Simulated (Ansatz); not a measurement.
Geometry optimisation, UKS r2SCAN/STO-3G (Ansatz).

Input file:

```yaml
crystal:
  periodic: [false, false, false]
  atoms:
    - { symbol: Si, position_ang: [-1.042392, 1.361116, 0.2348] }
    - { symbol: F, position_ang: [-1.637274, -0.146112, 0.514721] }
    - { symbol: Cl, position_ang: [-0.983814, 1.761182, -1.825354] }
    - { symbol: Cl, position_ang: [-2.370646, 2.716445, 1.136085] }
    - { symbol: Cl, position_ang: [0.858684, 1.655421, 1.073074] }
    - { symbol: H, position_ang: [-0.066901, -0.813195, -0.852426] }
    - { symbol: Si, position_ang: [1.042282, -1.463713, -0.225757] }
    - { symbol: H, position_ang: [0.856005, -1.424074, 1.205156] }
    - { symbol: H, position_ang: [1.072196, -2.840763, -0.663262] }
    - { symbol: H, position_ang: [2.271861, -0.806206, -0.596937] }
magnetization:
  spin_polarized: true
basis:
  gaussian: { orbitals: STO-3G }
hamiltonian:
  xc: r2scan
relax:
  f_tol: 0.03
  max_steps: 50
```

Run as:

```bash
$ ansatz run input.yaml --threads 2 --pin off --max-ram 3072MiB --backend cpu --events-out ev --progress --plain --runs-dir out
```

Task: Where does it end, and by what steps?

Result: It converged. The force dipped under the threshold on the way, but the program's further checks kept it going. Limits of this set-up: minimal basis. After 19 steps the energy has fallen by 0.227 eV; H8 moved furthest, 1.19 Å.

```csv
step,energy less start (eV),largest force component (eV/Å),accepted
0,0.0000,1.131,yes
1,-0.1647,0.599,yes
2,-0.2072,0.130,yes
3,-0.2131,0.223,yes
4,-0.2167,0.071,yes
5,-0.2165,0.222,no
6,-0.2184,0.058,yes
7,-0.2191,0.090,yes
8,-0.2197,0.095,yes
9,-0.2205,0.051,yes
10,-0.2212,0.027,yes
11,-0.2215,0.141,yes
12,-0.2223,0.056,yes
13,-0.2231,0.004,yes
14,-0.2239,0.122,yes
15,-0.2249,0.038,yes
16,-0.2255,0.015,yes
17,-0.2261,0.114,yes
18,-0.2268,0.060,yes
19,-0.2272,0.002,yes
```

```xyz
10
Properties=species:S:1:pos:R:3
Si -1.319 1.715 0.256
F -1.896 0.249 0.598
Cl -0.943 1.858 -1.803
Cl -2.739 3.158 0.812
Cl 0.459 2.038 1.324
H 0.108 -0.988 -0.110
Si 1.293 -1.806 -0.238
H 1.702 -2.250 1.072
H 0.991 -2.947 -1.069
H 2.345 -1.024 -0.842
```

Whether the end is a true minimum wasn't checked by a vibrational analysis.

Time of the run: 110 s on 2 threads of Arm Neoverse V1, on a shared host, peak memory 0.24 GiB.
